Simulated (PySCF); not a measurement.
**Carbon: a sound run and one with changed settings**

Sound run: C(2+) [He] 2s2, C(3+) [He] 2s1. All numbers are calculated (PySCF 2.14, the spin-free X2C one-electron Hamiltonian (Gaussian nucleus), in jorge-DZP-DKH (4s2p1d, 15 functions)). In the sound run the correlated levels freeze 1s2. The sound run starts from symmetry-adapted Hartree-Fock orbitals and uses a fine grid where one is needed.

Changed run: basis STO-3G, all-electron and non-relativistic. This setting is unsound on purpose.

```csv
species,method,sound run (hartree),changed run (hartree),converged
C(2+),UHF,-36.41866,-35.97831,yes
C(2+),LDA,-36.13901,-35.69002,yes
C(2+),B3LYP,-36.52730,-36.07337,yes
C(2+),MP2,-36.45870,-36.01050,yes
C(2+),CCSD(T),-36.49081,-36.04086,yes
C(3+),UHF,-34.73682,-34.28507,yes
C(3+),LDA,-34.41455,-33.95684,yes
C(3+),B3LYP,-34.79196,-34.32722,yes
```

Ionisation energy of C(2+):

```csv
method,sound run (eV),changed run (eV)
UHF,45.765,46.075
LDA,46.925,47.162
B3LYP,47.221,47.515
MP2,46.855,46.951
SCS-MP2,47.073,47.127
CCSD,47.728,47.778
CCSD(T),47.728,47.778
CCSDT,47.728,47.778
FCI,47.728,47.778
```

A minimal basis cannot let orbitals breathe on ionisation and holds almost no correlation. The Hamiltonian changed with the basis, so the totals do not compare.

For comparison, NIST gives 47.888 eV between the lowest levels.
